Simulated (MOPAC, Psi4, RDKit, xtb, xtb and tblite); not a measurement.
Two geometries of C₅H₁₀O, SMILES C(=C)CCOC, relaxed at GFN2-xTB with one dihedral held; other torsions can differ between them too.

Structure A

```
16

C      2.2949     1.5504     0.7882
C      1.6596     0.8154    -0.1049
C      0.5577    -0.1422     0.2139
C     -0.7459     0.2286    -0.5237
O     -1.4521    -0.8825    -1.0224
C     -2.0748    -1.6597    -0.0307
H      2.0538     1.5020     1.8377
H      3.0865     2.2264     0.5135
H      1.9202     0.8819    -1.1531
H      0.8544    -1.1362    -0.1356
H      0.3959    -0.1881     1.2917
H     -0.5066     0.8193    -1.4125
H     -1.3928     0.8319     0.1296
H     -2.7567    -1.0514     0.5771
H     -2.6435    -2.4273    -0.5523
H     -1.3458    -2.1397     0.6321
```

Structure B

```
16

C     -2.1340     1.8214     0.8047
C     -1.6191     0.9060     0.0054
C     -0.5478    -0.0616     0.3947
C      0.7129     0.0673    -0.4938
O      1.8739     0.3940     0.2327
C      1.9387     1.7410     0.6297
H     -1.8107     1.9276     1.8278
H     -2.9052     2.4982     0.4785
H     -1.9642     0.8194    -1.0173
H     -0.9428    -1.0763     0.3058
H     -0.2588     0.0892     1.4358
H      0.9449    -0.8890    -0.9685
H      0.5430     0.8147    -1.2831
H      1.9269     2.4086    -0.2414
H      2.8787     1.8599     1.1648
H      1.1083     2.0157     1.2890
```

### Question
Which is lower in energy at the level wB97X-D/def2-TZVP // GFN2-xTB in Psi4, and by how much?

### Answer
A is lower, by 1.26 kcal/mol (dihedral C2–C3–C4–O5: 140° in A, 120° in B).

E(B) − E(A) in kcal/mol at the other levels, on the same two geometries: GFN2-xTB (xtb and tblite) 0.61; MMFF94 // GFN2-xTB (RDKit) 0.14; B3LYP/def2-TZVP // GFN2-xTB (Psi4) 1.85; B3LYP-D3(BJ)/def2-TZVP // GFN2-xTB (Psi4) 1.43; PBE/def2-TZVP // GFN2-xTB (Psi4) 1.72; PBE-D3(BJ)/def2-TZVP // GFN2-xTB (Psi4) 1.44; UFF // GFN2-xTB (RDKit) 0.80; AM1, restricted, heats of formation // GFN2-xTB (MOPAC) 0.56; PM3, restricted, heats of formation // GFN2-xTB (MOPAC) 0.40; GFN1-xTB // GFN2-xTB (xtb) 0.50.
